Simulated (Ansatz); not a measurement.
Computed with Ansatz on PBE0-D4/def2-TZVP structures; ΔE is electronic, products minus reactants. CBS: MP2 limit from def2 TZ/QZ plus the TZ coupled-cluster correction, frozen cores. This one scheme is used for every species, atoms too. Open shells (•) are unrestricted, without spin–orbit coupling. Spin–orbit coupling would lower the free atoms: a little for Al, C, F. Each species was taken in one conformer, which may not be the lowest.

`C=C(F)[NH][AlH2]` → Al• + 2 C• + F• + 5 H• + N•  (atomization)

```json
{"species": "`C=C(F)[NH][AlH2]`", "CCSD(T)/def2-TZVPP energy (Eh)": "-475.48385"}
{"species": "Al•", "CCSD(T)/def2-TZVPP energy (Eh)": "-241.92630"}
{"species": "C•", "CCSD(T)/def2-TZVPP energy (Eh)": "-37.78103"}
{"species": "F•", "CCSD(T)/def2-TZVPP energy (Eh)": "-99.62506"}
{"species": "H•", "CCSD(T)/def2-TZVPP energy (Eh)": "-0.49981"}
{"species": "N•", "CCSD(T)/def2-TZVPP energy (Eh)": "-54.51594"}
```

**Question.** Work out ΔE.

**Answer.** ΔE = 5 × (-0.49981) + 2 × (-37.78103) + (-241.92630) + (-99.62506) + (-54.51594) − (-475.48385) = 1.35544 Eh = +3558.7 kJ/mol. CCSD(T)/CBS gives +3661.7 kJ/mol.

Largest T1 diagnostic among the species: 0.018.

The D4 term adds +28.9 kJ/mol with B3LYP and +15.1 kJ/mol with PBE0; it sums over pairs of atoms, weighted by their polarisabilities, and B3LYP, whose exchange is more repulsive, gets the larger term. In def2-TZVPP, CCSD(T) changes the Hartree–Fock value by +960.1 kJ/mol (the triples alone add +61.9 kJ/mol) and MP2 by +1034.3 kJ/mol; breaking electron pairs costs correlation energy, which Hartree–Fock lacks. From PBE to PBE0 (25 % exact exchange), in def2-TZVPP and without D4, ΔE moves by −86.7 kJ/mol: exact exchange takes away binding that semilocal exchange gives to molecules.

B3LYP here is the variant with VWN-RPA as its local correlation; programs differ in this.

For atomizations the MP2-based limit and the directly extrapolated one differ by several kJ/mol either way, and by 10 to 25 for some Ge, Se and Sn compounds, so smaller differences from it don't rank the levels.
